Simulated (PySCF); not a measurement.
Vertical excitation energies

Compound: BCl2H5Si2.
SMILES: `[SiH3][SiH2]B(Cl)Cl`

Theory: TDDFT CAM-B3LYP/def2-SVPD, vertical, gas phase, core orbitals frozen in the response in PySCF 2.14.0, density-fitted response routines. Isolated species at its PBE0-D3(BJ)/def2-SVP geometry (one conformer only). Torsions of this conformer, `[SiH3:1][SiH2:2][B:3]([Cl:4])[Cl:5]`: Si1–Si2–B3–Cl4 -98°.

| state | E (eV) | ν̃ (cm⁻¹) | f | \|μ\| (D) | main configurations (H = HOMO, L = LUMO) |
| --- | --- | --- | --- | --- | --- |
| S1 | 4.70 | 37880 | 0.034 | 1.38 | H→L (78%), H-1→L (18%) |
| S2 | 5.65 | 45560 | 0.0029 | 0.37 | H-2→L (88%) |
| S3 | 5.88 | 47410 | 0.138 | 2.49 | H-1→L (74%), H→L (18%) |
| S4 | 6.67 | 53770 | 0.090 | 1.88 | H-3→L (59%), H-4→L (32%) |
| S5 | 6.92 | 55820 | 0.0095 | 0.60 | H-4→L (55%), H-3→L (23%), H-6→L (12%) |
| S6 | 7.30 | 58870 | 0.016 | 0.76 | H→L+3 (70%), H→L+1 (16%) |
| S7 | 7.37 | 59410 | 0.052 | 1.37 | H→L+1 (61%), H→L+3 (15%) |
| S8 | 7.52 | 60650 | 0.051 | 1.34 | H-8→L (37%), H-5→L (36%), H→L+1 (9%) |
| S9 | 7.64 | 61610 | 0.052 | 1.35 | H→L+2 (61%), H→L+4 (9%), H-5→L (9%) |
| S10 | 7.75 | 62480 | 0.0081 | 0.53 | H-6→L (79%) |

Triplets, Tamm–Dancoff:

```
state  E (eV)  λ (nm)  main configurations (H = HOMO, L = LUMO)
   T1    3.93   315.2                    H→L (82%), H-1→L (14%)
   T2    5.32   233.0                    H-1→L (80%), H→L (14%)
   T3    5.49   225.8                               H-2→L (92%)
   T4    5.72   216.6                  H-3→L (51%), H-4→L (45%)
```

The lowest singlet lies at 4.70 eV (264 nm, ultraviolet) and is of moderate strength; its leading configuration is HOMO→LUMO (78%). The most intense listed level is S3 at 5.88 eV (211 nm, f = 0.138), 1.18 eV above S1. Löwdin shares by element: HOMO silicon 50%, boron 16%, chlorine 12% or more (atoms not listed hold the other 22%); LUMO boron 43%, chlorine 33%, silicon 12% or more. The oscillator strengths of these states sum to 0.454; summed over the whole spectrum of an exact calculation they would give the number of electrons, 72 (Thomas–Reiche–Kuhn). Weighted by f, the mean energy of these states is 6.61 eV. Of the 10 states listed, 7 reach f = 0.01 and none stays under 0.0005. No computed singlet lies in the visible range (380 to 750 nm); the lowest, at 264 nm, stands 1.43 eV above its violet end (3.26 eV). The vertical ionisation energy (ΔSCF) is 10.08 eV, 2.33 eV above S10. The window holds the lowest 10 singlets.

On one thread, Arm Neoverse V1, no GPU, on a shared host, this took 76 s.
